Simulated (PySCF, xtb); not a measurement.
C2H4AlClO, SMILES C=[CH][Al]([OH])[Cl].

GFN2-xTB (xtb 6.7.1) at its own geometry gives an orbital gap of 4.18 eV and a dipole moment of 2.44 D.

Coordinates come from a r2SCAN-D4/def2-SVP optimisation. The structure was generated by enumeration; whether it is a known compound was not checked. Other conformers were not sampled.

Q: What does PySCF with PBE/def2-TZVP give? (Estimate from the structure and the level; the computed values follow.)

A: gap 4.96 eV (levels -7.07 and -2.11 eV), dipole 1.02 D.
